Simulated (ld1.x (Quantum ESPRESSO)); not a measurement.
# What one change does to a pseudopotential (bromine (Br), TM)

```
Element                 : bromine (Br)
Generator               : ld1.x (Quantum ESPRESSO) 7.5
Type                    : norm-conserving Troullier–Martins (Kleinman–Bylander form)
Functional              : PBE
Relativity              : scalar-relativistic
Frozen core             : [Ar] 3d10
Valence charge          : 7
Reference configuration : 4s2 4p5
Partial waves           : 4p (bound): rc 1.40 bohr; 4d channel at -0.15 Ry: rc 1.20 bohr; 4s (bound): rc 1.40 bohr
Local potential         : the s channel
Core correction         : a·sin(br)/r model core inside 0.75 bohr
```

Change: wave 4p (bound): rc 1.40 bohr becomes 4p (bound): rc 1.60 bohr.

Cutoffs: the cutoffs (Ry, on a coarse ladder) from which the occupation-weighted sum of valence levels, in a spherical-Bessel basis at the reference potential, stays within 10 and 1 mRy of its value at 400 Ry; they do not see the model core or the augmentation charge, which bear on the density cutoff. Errors are all-electron minus pseudo energies relative to the spin-unpolarised reference configuration.

Task: Predict the effect on cutoff, ghosts and configuration errors.

Result: The potential gets softer (50 Ry and 100 Ry → 45 Ry and 70 Ry); the bound ghosts move from d, p to d; the errors of the 7 common tests hardly move. A larger radius leaves more room for a smooth pseudo-wave, so fewer plane waves are needed.

| quantity | base | changed |
| --- | --- | --- |
| cutoff, loose | 50 Ry | 45 Ry |
| cutoff, tight | 100 Ry | 70 Ry |
| bound ghosts | p, d | d |
| error for 4s2 4p4, meV [ΔE 12.55 eV] | -4.3 | -4.2 |
| error for 4s2 4p3, meV [ΔE 35.31 eV] | -18 | -17 |
| error for 4s2 4p2, meV [ΔE 69.30 eV] | -49 | -46 |
| error for 4s1 4p6, meV [ΔE 12.37 eV] | -6.7 | -7.7 |
| error for 4s1 4p5, meV [ΔE 25.56 eV] | -17 | -17 |
| error for 4s2 4p5.3, meV [ΔE -1.96 eV] | +0.2 | +0.3 |
| error for 4s2 4p4.5, meV [ΔE 5.07 eV] | -1.3 | -1.3 |

 A true bound ghost makes a file unfit for plane-wave use even where its test errors are small: the radial tests pick states by their node count and pass the ghost by.
